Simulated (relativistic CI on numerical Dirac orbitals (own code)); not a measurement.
**Calculated levels, Pb2+**

These numbers are calculated, not measured: Dirac-Coulomb-Breit CI, KLI orbitals optimised for each configuration, model QED (radiative potential, 1s self-energy scaled to tabulated hydrogen-like ionisation energies), valence Slater integrals scaled by 0.85, P86 correlation estimate, and configurations built on the next ion tied to the tabulated ionisation energy (semi-empirical) (own radial code, finite nucleus).

CI space (outside the closed core [Xe] 4f14): 5d¹⁰6s², 5d¹⁰6s6d, 5d¹⁰6s7s, 5d¹⁰6s7p, 5d¹⁰6s6p, 5d¹⁰6s7d, 5d¹⁰6s8s, 5d¹⁰6s6f, 5d¹⁰6s7f, 5d¹⁰6p², 5d¹⁰6d², 5d⁸6s²6p², 5d¹⁰5f², 5d⁹6s²6p, 5d¹⁰6p6d, 5d⁹6s²5f, 5d¹⁰6s5f, 5d⁹6s6p², 5d¹⁰6s8p, 5d¹⁰5f6p, 5d¹⁰6s5g, 5d¹⁰6s8d, 5d¹⁰6p7s, 5d⁹6s²7p. Levels of other configurations are missing.

| No. | Configuration | Term | J | E (eV) | % | Next component (%) | jj configuration (%) |
| --- | --- | --- | --- | --- | --- | --- | --- |
| 1 | 5d¹⁰6s² | ¹S | 0 | 0.0000 | 97 | 2 5d¹⁰6p² ¹S | closed (97) |
| 2 | 5d¹⁰6s6p | ³P° | 0 | 7.7072 | 100 |  | 6s 6p1/2 (100) |
| 3 | 5d¹⁰6s6p | ³P° | 1 | 8.2296 | 94 | 5 ¹P° | 6s 6p1/2 (86) |
| 4 | 5d¹⁰6s6p | ³P° | 2 | 9.9340 | 99 |  | 6s 6p3/2 (99) |
| 5 | 5d¹⁰6s6p | ¹P° | 1 | 12.3064 | 91 | 6 ³P° | 6s 6p3/2 (84) |
| 6 | 5d¹⁰6p²‡ | ³P | 0 | 17.5024 | 86 | 12 ¹S | 6p1/2^2 (92) |
| 7 | 5d¹⁰6p²‡ | ¹D | 2 | 18.5029 | 47 | 37 5d¹⁰6s6d ¹D | 6p1/2 6p3/2 (61) |
| 8 | 5d¹⁰6s7s | ³S | 1 | 18.7010 | 61 | 38 5d¹⁰6p² ³P | 6s 7s (61) |
| 9 | 5d¹⁰6p²‡ | ³P | 1 | 18.9445 | 60 | 38 5d¹⁰6s7s ³S | 6p1/2 6p3/2 (60) |
| 10 | 5d¹⁰6s7s | ¹S | 0 | 19.3212 | 99 | 1 5d¹⁰6p² ¹S | 6s 7s (99) |
| 11 | 5d¹⁰6s6d | ³D | 1 | 19.6698 | 99 |  | 6s 6d3/2 (99) |
| 12 | 5d¹⁰6s6d | ³D | 2 | 19.7072 | 95 | 2 5d¹⁰6p² ³P | 6s 6d3/2 (71) |
| 13 | 5d⁹6s²6p‡ | ³P° | 2 | 19.7112 | 67 | 23 ³D° | 5d5/2^5 6p1/2 (95) |
| 14 | 5d¹⁰6s6d | ³D | 3 | 19.8211 | 99 | 1 5d¹⁰5f6p ³D | 6s 6d5/2 (99) |
| 15 | 5d⁹6s²6p‡ | ³F° | 3 | 19.9453 | 50 | 33 ¹F° | 5d5/2^5 6p1/2 (99) |
| 16 | 5d¹⁰6p²‡ | ³P | 2 | 20.2134 | 62 | 32 5d¹⁰6s6d ¹D | 6p3/2^2 (37) |
| 17 | 5d¹⁰6s7p | ³P° | 0 | 21.2654 | 99 |  | 6s 7p1/2 (99) |
| 18 | 5d¹⁰6s7p | ³P° | 1 | 21.3276 | 82 | 15 ¹P° | 6s 7p1/2 (93) |
| 19 | 5d¹⁰6s7p | ³P° | 2 | 21.8364 | 90 | 5 5d⁹6s²6p ³F° | 6s 7p3/2 (90) |
| 20 | 5d¹⁰6p²‡ | ¹D | 2 | 21.8566 | 47 | 27 5d¹⁰6s6d ¹D | 6p3/2^2 (57) |
| 21 | 5d¹⁰6s7p | ¹P° | 1 | 21.9440 | 65 | 13 5d⁹6s²6p ¹P° | 6s 7p3/2 (72) |
| 22 | 5d⁹6s²6p‡ | ³F° | 4 | 22.0245 | 96 | 3 5d¹⁰6s5f ³F° | 5d5/2^5 6p3/2 (96) |
| 23 | 5d⁹6s²6p‡ | ³F° | 2 | 22.1151 | 67 | 13 ³P° | 5d3/2^3 5d5/2^6 6p1/2 (63) |
| 24 | 5d⁹6s²6p‡ | ³P° | 1 | 22.2955 | 58 | 27 ³D° | 5d5/2^5 6p3/2 (43) |
| 25 | 5d⁹6s²6p‡ | ¹D° | 2 | 22.6068 | 67 | 13 ³P° | 5d5/2^5 6p3/2 (66) |
| 26 | 5d⁹6s²6p‡ | ³D° | 3 | 22.7310 | 75 | 24 ¹F° | 5d5/2^5 6p3/2 (99) |
| 27 | 5d¹⁰6p²‡ | ¹S | 0 | 23.0689 | 82 | 12 ³P | 6p3/2^2 (88) |
| 28 | 5d⁹6s²6p‡ | ¹P° | 1 | 23.5698 | 70 | 16 ³D° | 5d3/2^3 5d5/2^6 6p1/2 (57) |
| 29 | 5d¹⁰6s5f | ³F° | 3 | 23.6131 | 89 | 5 ¹F° | 6s 5f7/2 (63) |
| 30 | 5d¹⁰6s5f | ³F° | 2 | 23.6755 | 93 | 3 5d⁹6s²6p ³F° | 6s 5f5/2 (93) |
| 31 | 5d¹⁰6s5f | ³F° | 4 | 23.7076 | 95 | 3 5d⁹6s²6p ³F° | 6s 5f7/2 (95) |
| 32 | 5d¹⁰6s5f | ¹F° | 3 | 23.7523 | 92 | 6 ³F° | 6s 5f5/2 (65) |
| 33 | 5d⁹6s²6p‡ | ³P° | 0 | 24.2586 | 99 |  | 5d3/2^3 5d5/2^6 6p3/2 (99) |
| 34 | 5d¹⁰6s8s | ³S | 1 | 24.6513 | 100 |  | 6s 8s (100) |
| 35 | 5d⁹6s²6p‡ | ³F° | 3 | 24.8382 | 48 | 40 ¹F° | 5d3/2^3 5d5/2^6 6p3/2 (96) |
| 36 | 5d¹⁰6s8s | ¹S | 0 | 24.9008 | 98 | 2 5d¹⁰6p² ¹S | 6s 8s (98) |
| 37 | 5d⁹6s²6p‡ | ³D° | 1 | 24.9157 | 55 | 31 ³P° | 5d3/2^3 5d5/2^6 6p3/2 (94) |
| 38 | 5d¹⁰6s7d | ³D | 1 | 25.0508 | 99 |  | 6s 7d3/2 (99) |
| 39 | 5d¹⁰6s7d | ³D | 2 | 25.0753 | 98 | 1 ¹D | 6s 7d3/2 (71) |
| 40 | 5d¹⁰6s7d | ³D | 3 | 25.1216 | 100 |  | 6s 7d5/2 (100) |
| 41 | 5d⁹6s²6p‡ | ³D° | 2 | 25.1781 | 57 | 25 ¹D° | 5d3/2^3 5d5/2^6 6p3/2 (98) |
| 42 | 5d¹⁰6s7d | ¹D | 2 | 25.3732 | 94 | 3 5d¹⁰6p² ¹D | 6s 7d5/2 (69) |
| 43 | 5d¹⁰6s8p | ³P° | 0 | 25.7136 | 99 | 1 5d¹⁰6p7s ³P° | 6s 8p1/2 (99) |
| 44 | 5d¹⁰6s8p | ³P° | 1 | 25.7535 | 84 | 15 ¹P° | 6s 8p1/2 (94) |
| 45 | 5d¹⁰6s8p | ³P° | 2 | 25.9757 | 99 |  | 6s 8p3/2 (99) |

Energies count from the lowest computed level; ° marks odd parity. Filled j subshells are mostly left out of the jj labels. ‡ marks configurations that were not tied to measured data.

The mean weight of the leading LS term, summed over parents, in these 45 levels is 82 %, and that of the leading jj configuration (from the same eigenvectors) 84 %.

Configurations that consist of the next ion and one excited electron were tied to the tabulated ionisation energy; Rydberg ones are usually within 1,000 to 3,000 cm⁻¹ and the lowest ones within about 6,000 (9,000 in d shells), while levels on excited terms of the next ion carry the error of that term, and the other configurations can be misplaced by 10,000 cm⁻¹ or more. Rates follow the energies as ν³ (E1, M1) or ν⁵ (E2), so rates, branching and lifetimes can be off by large factors. The fine structure of a lone outer electron comes out too small, for d and f at times inverted, and misplaced configurations move strength between like terms. 48 of the 66 excited levels that our extract of the measured tables holds in this range could be paired (the sources list more); they are missed by 2212 cm⁻¹ on average and 18985 at most, and levels without a partner can miss by more.

LS names give the leading component of a level, which can be under half, so a name can repeat, a term be missing and a line seem to break the LS rules.
